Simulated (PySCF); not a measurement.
An equivalent PySCF input for Sn+ (tin, charge +1), [Kr] 4d10 5s2 5p1, 2P determinant, with scalar relativity through the core potential:

```python
from pyscf import gto, scf, dft, mp, cc
import basis_set_exchange as bse
txt = bse.get_basis("aug-cc-pVQZ-PP", elements=["Sn"], fmt="nwchem", header=False, augment_diffuse=1)
cut = txt.index("\nECP")
mol = gto.M(atom="Sn 0 0 0", charge=1, spin=1, symmetry="D2h",
            basis=gto.basis.parse(txt[:cut]),
            ecp={"Sn": gto.basis.parse_ecp(txt[cut:])})
mf = dft.UKS(mol, xc="LDA,VWN")
mf.irrep_nelec = {'Ag': (4, 4), 'B1g': (1, 1), 'B2g': (1, 1), 'B3g': (1, 1), 'B1u': (1, 1), 'B2u': (2, 1), 'B3u': (1, 1)}
mf.kernel()
```

It reaches the same state as the run whose output follows, with an energy that differs only through the grid. The run itself started from symmetry-adapted Hartree-Fock orbitals and held the occupation by maximum overlap, on a logarithmic radial grid, so the iterations belong to that start.

```
SCF conv_tol = 1e-09
number electrons alpha = 11  beta = 10
XC functionals = LDA,VWN
    P. A. M. Dirac.,  Math. Proc. Cambridge Philos. Soc. 26, 376 (1930)
    F. Bloch.,  Z. Phys. 57, 545 (1929)
    S. H. Vosko, L. Wilk, and M. Nusair.,  Can. J. Phys. 58, 1200 (1980)
cycle= 1 E= -213.636120931118  delta_E= -0.0123  |g|= 0.114  |ddm|= 0.878
cycle= 2 E= -213.63633544073  delta_E= -0.000215  |g|= 0.105  |ddm|= 0.436
cycle= 3 E= -213.638766643431  delta_E= -0.00243  |g|= 0.00269  |ddm|= 0.248
cycle= 4 E= -213.638769250606  delta_E= -2.61e-06  |g|= 4.52e-05  |ddm|= 0.0112
cycle= 5 E= -213.638769251445  delta_E= -8.39e-10  |g|= 3.43e-06  |ddm|= 0.000132
converged SCF energy = -213.638769251445  <S^2> = 0.75075674  2S+1 = 2.0007566
```

Energies and moments cover only the electrons outside the core potential.
